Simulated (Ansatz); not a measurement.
Cost and result up the ladder for Li₄H₄ (8 atoms). Total charge 0; singlet. Geometry: r2SCAN-D4/def2-TZVP.

```
atom   x (Å)   y (Å)   z (Å)
 Li1   0.733  -0.313  -1.982
 Li2  -0.730   0.310   1.982
 Li3   1.512   1.473   0.326
 Li4  -1.511  -1.475  -0.326
  H5  -0.590  -1.351  -1.747
  H6   0.589   1.353   1.747
  H7   1.697   0.880  -1.254
  H8  -1.700  -0.877   1.252
```

Ansatz on 2 threads of Arm Neoverse V2 on a shared host. Times are rough, and most runs start from the orbitals of an earlier one. PBE0-D4/def2-TZVP serves as the yardstick here, not as an exact answer. Binding counts from free atoms at the same level (Li doublet, H doublet; other spins of the atoms weren't run), without zero-point energy or a counterpoise term.

B3LYP takes the VWN-RPA correlation. Correlated methods freeze no core orbitals; core or outer-core shells of Li are correlated, in sets that lack core-valence functions. Another isomer (singlet) lies 0.46 eV lower at PBE0-D4/def2-TZVP; other spin states weren't run for this one.

Correlated methods converge slowly with the basis.

| level | functions | wall time | binding energy per atom (eV) | difference from PBE0-D4/def2-TZVP (eV) |
| --- | --- | --- | --- | --- |
| BHLYP-D4/def2-TZVP | 80 | 0.65 s | 1.99 | 0.11 |
| PBE0-D4/def2-TZVP | 80 | 0.7 s | 1.88 | 0.00 |
| PBE-D4/def2-TZVP (with forces) | 80 | 0.7 s | 1.89 | 0.01 |
| B3LYP-D4/def2-TZVP | 80 | 0.75 s | 2.01 | 0.13 |
| r2SCAN-D4/def2-TZVP | 80 | 1.2 s | 1.92 | 0.04 |
| CCSD(T)/def2-TZVPP | 132 | 5.5 s | 1.96 | 0.07 |
